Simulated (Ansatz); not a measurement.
Conformers and stereoisomers of `O[SiH](Cl)C[SiH](O)Cl`, each relaxed with PBE0-D4/def2-TZVP in Ansatz. CBS adds the triple-zeta coupled-cluster correction to the MP2 limit.

Not all of them had a frequency check.

Conformer A:

```xyz
13

O    -1.428   -0.417   -1.519
Si   -0.833    1.037   -1.086
Cl   -2.362    2.352   -0.676
C     0.240    0.907    0.441
Si    1.090   -0.715    0.656
O    -0.112   -1.844    0.607
Cl    2.053   -0.833    2.469
H    -1.354   -1.120   -0.862
H    -0.103    1.601   -2.239
H    -0.395    1.064    1.320
H     0.979    1.714    0.431
H     2.123   -0.994   -0.367
H     0.103   -2.753    0.825
```

Conformer B:

```xyz
13

O     1.791    0.348   -0.746
Si    0.671    1.338   -0.049
Cl    1.124    1.605    1.939
C    -0.937    0.458   -0.233
Si   -0.961   -1.295    0.421
O     0.434   -2.064    0.080
Cl   -2.523   -2.288   -0.475
H     2.709    0.625   -0.753
H     0.720    2.684   -0.663
H    -1.730    1.032    0.257
H    -1.175    0.423   -1.303
H    -1.234   -1.340    1.871
H     1.111   -1.525   -0.347
```

(1) Which is lowest in electronic energy at CCSD(T)/CBS (frozen core, def2 sets), and by how much? (Estimate.)

(2) Give the energies relative to B (kJ/mol) with r2SCAN-D4/def2-TZVPP, ωB97X-V/def2-TZVPP, B2PLYP/def2-TZVPP, PBE0/def2-TZVPP, HF/def2-TZVPP, CCSD(T)/def2-TZVPP, MP2/CBS(def2). (Estimate.)

Results:

(1) Ansatz gave: B; A lies 1.6 kJ/mol higher. Gaps under about 2 kJ/mol don't settle the order.

(2) The calculation gave: 
| level | A |
| --- | --- |
| r2SCAN-D4/def2-TZVPP | 1.3 |
| ωB97X-V/def2-TZVPP | 1.6 |
| B2PLYP/def2-TZVPP | 0.6 |
| PBE0/def2-TZVPP | 0.4 |
| HF/def2-TZVPP | 0.4 |
| CCSD(T)/def2-TZVPP | 1.5 |
| MP2/CBS(def2) | 1.9 |
